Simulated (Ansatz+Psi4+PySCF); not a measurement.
**quintet FeH₂O(2+): levels of theory in one basis**

| atom | x (Å) | y (Å) | z (Å) |
| --- | --- | --- | --- |
| Fe | 0.0135 | -0.0146 | -0.0024 |
| O | -0.0165 | 0.0113 | 1.9807 |
| H | 0.8092 | 0.0027 | 2.5748 |
| H | -0.7817 | 0.0165 | 2.5777 |

Basis set: cc-pVTZ (spherical functions). Correlated methods keep 10 orbitals frozen. Correlation on ROHF uses semicanonical orbitals with singles. Charge 2, multiplicity 5.

Computed with Ansatz (development build ahead of 0.2.0) and Psi4 1.11; each method stands on the lowest determinant of its kind that the runs found.

| method | E − E(ROHF) (eV) | <S²> of the determinant |
| --- | --- | --- |
| ROHF | 0.00 | 6.00 |
| UHF | -0.15 | 6.01 |
| UHF-MP2 | -10.92 | 6.01 |

(1) What does ROHF-MP2 give on the same scale?

Answers

(1) -10.81 eV.

Caution: other spin multiplicities were not run.
